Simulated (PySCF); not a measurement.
# Substituent effects on chemical shifts

Parent skeleton `[CH3:1][CH2:2][Cl:3]`; one hydrogen on atom 1 is replaced by X. Hydrogens on one atom are averaged.

Computational details: structure optimised with GFN2-xTB, GIAO PBE0/pcSseg-1 shieldings, in PySCF 2.14 (one averaged value for each set of equivalent atoms, a single conformation, no relativistic terms, no solvent).

δ = σ(ref) − σ, references computed at the same level: TMS for $^{13}$C (σ = 186.93 ppm), $^{1}$H (σ = 31.72 ppm); HCl for $^{35}$Cl (σ = 949.78 ppm).

Parent (X = H): C1 21.6, C2 46.7, Cl3 106.7, H(C1) 1.43, H(C2) 3.61 ppm. Effects are Δδ = δ(X) − δ(H), positive for deshielding.

(1) Give Δδ (ppm) for X = CH2F, OCF3, OSiH3.

(2) Which position responds most, and to which substituents?

Results:

(1) 
```tsv
X	SMILES	C1	C2	Cl3	H(C1)	H(C2)
CH2F	FCCCCl	+17.2	+0.3	-36.1	+0.42	+0.24
OCF3	FC(F)(F)OCCCl	+51.8	+2.5	-9.0	+2.92	+0.25
OSiH3	[SiH3]OCCCl	+49.5	+6.8	-14.7	+2.72	+0.14
```

(2) C1: from +17.2 ppm with CH2F to +51.8 ppm with OCF3.
